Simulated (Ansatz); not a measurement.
Consider the ligand exchange at the Si–C bond: `C=C[SiH](C)O` + `O[SiH](O)F` → `C[Si@H](O)O[Si@@H](O)F` + `C=C`.

Gas-phase electronic energies from Ansatz, PBE0-D4/def2-TZVP geometries. CCSD(T)/CBS is the MP2 limit (def2-TZVPP, def2-QZVPP) plus CCSD(T) − MP2 in def2-TZVPP, frozen cores. This one scheme is used for every species. DFT in def2-TZVPP. B3LYP here is the variant with VWN-RPA as its local correlation; programs differ in this. Each species was taken in one conformer, which may not be the lowest.

CCSD(T)/CBS gives -135.5 kJ/mol.

Task: Another level gave -133.7 kJ/mol. Which?
A. PBE0/def2-TZVPP
B. PBE/def2-TZVPP
C. HF/def2-TZVPP
D. B3LYP/def2-TZVPP

Result: D. B3LYP -133.7, HF/def2-TZVPP -147.1, PBE0 -125.6, PBE -120.3 kJ/mol.

Largest T1 diagnostic among the species: 0.012.

In def2-TZVPP, CCSD(T) changes the Hartree–Fock value by +11.7 kJ/mol (the triples alone add +1.7 kJ/mol) and MP2 by +13.0 kJ/mol. From PBE to PBE0 (25 % exact exchange), in def2-TZVPP and without D4, ΔE moves by −5.3 kJ/mol. The D4 term adds −4.0 kJ/mol with B3LYP and −2.5 kJ/mol with PBE0; it sums over pairs of atoms, weighted by their polarisabilities, and B3LYP, whose exchange is more repulsive, gets the larger term.
